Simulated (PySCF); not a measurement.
These are PBE-D3(BJ)/def2-TZVP // PBE0-D3(BJ)/def2-TZVP (PySCF) values and carry that method's errors. All species are isolated molecules in the gas phase. 

Reference species (SMILES): `Cl[Si]Cl` (excited triplet) (neutral, multiplicity 3).

| Item | Value |
|---|---|
| dipole moment | 0.54 D |

Changed species: `[C-]#[N+][Si]Cl` (excited triplet) (X = isocyano, multiplicity 3; the reference has X = chloro, multiplicity 3).

Give the shifts of the dipole moment.

the dipole moment increases by 2.13 D, to 2.67 D.
